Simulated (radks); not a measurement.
Values are calculated unless marked as measured or tabulated.
Q: Coherent X-ray form factor from a spherical all-electron density. Level of theory: scalar-relativistic Kohn-Sham, revPBE, spin-polarised, spherical densities, finite nucleus; Fermi nuclear charge, rms radius of each element as measured or else 0.836 A^(1/3) + 0.57 fm (a radial shooting solver on a logarithmic mesh with Libxc functionals).

sin(theta)/lambda (1/angstrom),f0 (electrons)
0.05,37.606
0.1,36.487
0.15,34.808
0.2,32.787
0.25,30.635
0.3,28.521
0.4,24.786
0.5,21.862
0.6,19.581
0.8,15.983
1,12.938
1.25,9.889
1.5,7.829
2,5.805

The species is in the configuration that NIST lists as its ground one. Which atom or ion scatters so?

A: The molybdenum ion Mo4+, [Kr] 4d2. Extrapolating in s^2 from the first two rows gives f0(0) = 38.0, near the electron count 38; among species with that count, the fall with angle is slower the higher Z, and the table is that of Z = 42; from so few rows the species is fixed only to a neighbour or two.
